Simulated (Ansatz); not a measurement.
Born–Oppenheimer molecular dynamics of C₂H₉BSSi (14 atoms, charge 0, multiplicity 1). It starts from a relaxed structure.

Computed with Ansatz 0.2.0, RKS r2SCANh-D4/STO-3G.

| Property | Result |
| --- | --- |
| ensemble | NVT, Langevin thermostat |
| time step | 0.5 fs |
| steps asked | 106 |
| set temperature | 500 K |
| friction | 0.05 /fs |
| temperature schedule | 26 steps to 500 K, then 79 steps to 125 K |
| seed | 118269 |

First frame:

```xyz
14
Properties=species:S:1:pos:R:3
B -1.586 2.094 1.088
C -1.017 0.844 0.347
S -0.136 -0.342 1.409
C 0.340 -1.538 0.111
Si 1.723 -1.007 -1.054
H -1.172 2.432 2.132
H -2.414 2.744 0.568
H -0.325 1.276 -0.406
H -1.798 0.344 -0.250
H -0.550 -1.822 -0.469
H 0.660 -2.444 0.640
H 1.358 0.195 -1.763
H 2.929 -0.757 -0.306
H 1.974 -2.049 -2.020
```

How far do the bonds stretch over the last three quarters of this one trajectory? (Pairs bonded in most of those frames.)


| bond | mean (Å) | spread (Å) | shortest | longest |
| --- | --- | --- | --- | --- |
| B1–C2 | 1.565 | 0.019 | 1.53 | 1.59 |
| B1–H6 | 1.174 | 0.026 | 1.13 | 1.22 |
| B1–H7 | 1.178 | 0.034 | 1.10 | 1.23 |
| C2–S3 | 1.802 | 0.038 | 1.75 | 1.86 |
| C2–H8 | 1.111 | 0.028 | 1.06 | 1.16 |
| C2–H9 | 1.113 | 0.022 | 1.07 | 1.15 |
| S3–C4 | 1.826 | 0.026 | 1.78 | 1.86 |
| C4–Si5 | 1.876 | 0.024 | 1.84 | 1.92 |
| C4–H10 | 1.101 | 0.022 | 1.06 | 1.14 |
| C4–H11 | 1.101 | 0.016 | 1.06 | 1.14 |
| Si5–H12 | 1.448 | 0.042 | 1.37 | 1.52 |
| Si5–H13 | 1.440 | 0.013 | 1.41 | 1.48 |
| Si5–H14 | 1.449 | 0.029 | 1.40 | 1.49 |

Mean temperature of the second half: 324 K. The schedule's set-point averaged 246 K over the second half and the system 324 K, so it lags behind the ramp. A run of 0.053 ps of so small a system gives no equilibrium averages. Limits of this set-up: minimal basis.

The run took 6.6 min on 1 thread of AMD EPYC 7R43 64-Core Processor (Zen 3), with other jobs on the host, peak memory 0.12 GiB.
